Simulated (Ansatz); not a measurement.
Geometry optimisation, Ansatz, RKS PBE/6-31G*.

The input (input.yaml):

```yaml
crystal:
  periodic: [false, false, false]
  atoms:
    - { symbol: C, position_ang: [-1.1736, -0.6921, 0.9648] }
    - { symbol: B, position_ang: [0.2098, -0.6956, 0.2695] }
    - { symbol: O, position_ang: [1.1993, -1.6044, 0.7704] }
    - { symbol: C, position_ang: [0.6052, 0.2225, -1.0078] }
    - { symbol: "N", position_ang: [0.4603, 1.6186, -0.67] }
    - { symbol: H, position_ang: [-1.4194, 0.3887, 1.3408] }
    - { symbol: H, position_ang: [-1.9703, -0.9107, 0.2087] }
    - { symbol: H, position_ang: [-1.2236, -1.3535, 1.7868] }
    - { symbol: H, position_ang: [1.7306, -1.059, 1.5015] }
    - { symbol: H, position_ang: [1.5577, -0.0263, -1.3388] }
    - { symbol: H, position_ang: [-0.2024, -0.0217, -1.7946] }
    - { symbol: H, position_ang: [0.845, 2.1818, -1.4469] }
    - { symbol: H, position_ang: [-0.5983, 1.9168, -0.5697] }
basis:
  gaussian: { orbitals: "6-31G*" }
hamiltonian:
  xc: pbe
relax:
  f_tol: 0.02
  max_steps: 50
output:
  orbitals: {}
```

Run as:

```bash
$ ansatz run input.yaml --threads 2 --pin off --max-ram 3072MiB --backend cpu --events-out ev --progress --plain --runs-dir out
```

Problem. Where does it end, and by what steps?

Solution. The forces met the threshold. The force dipped under the threshold on the way, but the program's further checks kept it going. After 37 steps the energy has fallen by 1.360 eV; H9 moved furthest, 1.74 Å.

```csv
step,energy less start (eV),largest force component (eV/Å),accepted
0,0.0000,4.434,yes
2,-0.6955,0.794,yes
4,-1.0727,1.765,yes
6,-1.2845,0.446,yes
8,-1.3119,0.399,yes
10,-1.3277,0.322,yes
12,-1.3414,0.103,yes
14,-1.3410,0.180,no
16,-1.3464,0.173,yes
18,-1.3502,0.103,yes
20,-1.3507,0.121,no
22,-1.3535,0.082,yes
24,-1.3551,0.085,yes
26,-1.3568,0.034,yes
28,-1.3501,0.226,no
30,-1.3581,0.075,yes
32,-1.3588,0.045,yes
34,-1.3594,0.039,yes
36,-1.3596,0.022,yes
37,-1.3596,0.017,yes
```

```xyz
13
Properties=species:S:1:pos:R:3
C -1.146 -0.423 1.184
B 0.180 -0.679 0.374
O 0.834 -1.875 0.579
C 0.798 0.385 -0.645
N -0.082 1.535 -0.916
H -1.141 0.590 1.623
H -2.020 -0.439 0.503
H -1.324 -1.171 1.974
H 1.628 -1.942 0.011
H 1.715 0.778 -0.153
H 1.177 -0.144 -1.558
H 0.351 2.150 -1.615
H -0.951 1.200 -1.347
```

Whether the end is a true minimum wasn't checked by a vibrational analysis.

Time of the run: 42 s on 2 threads of Intel(R) Xeon(R) 6975P-C (Granite Rapids), on a shared host, peak memory 0.17 GiB.
